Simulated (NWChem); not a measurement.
Species: WO$_{2}$BrCl; SMILES [Cl][W](=[O])([Br])=[O]

Program: NWChem. Medium grid unless said otherwise, to which SCAN and Minnesota functionals are sensitive. All runs use the structure optimised with PBE-D3(BJ)/def2-SVP. Not confirmed as a minimum by frequencies. def2 effective core potentials on W; no spin-orbit coupling. Hybrids' shares of exact exchange are those that their runs print; pure functionals count as 0. The functionals differ in more than this share.

```csv
row,share of exact exchange,orbital gap (eV)
PBE/def2-SVP,0.00,3.97
"LDA (Slater exchange, VWN5)/def2-SVP",0.00,3.95
MPW1K/def2-SVP,0.43,7.50
MN15/def2-SVP,0.44,7.17
Hartree-Fock/def2-SVP,1.00,withheld
```

Task: Fit a straight line of the last column on the one before it, predict the withheld value, and compare with the run.

Result: 
1. Means of the 4 shown rows: x = 0.217, y = 5.647. Slope Σ(x − x̄)(y − ȳ)/Σ(x − x̄)² = 1.466/0.1893 = 7.748; intercept 3.962.
2. The shown rows scatter about the line by 0.144 (root mean square); the largest residual is +0.21, at MPW1K/def2-SVP.
3. At x = 1.00 (Hartree-Fock/def2-SVP; beyond the shown range) the line gives 11.71.
4. The run gives 12.35, +0.64 from the line, 4.4 times the scatter.
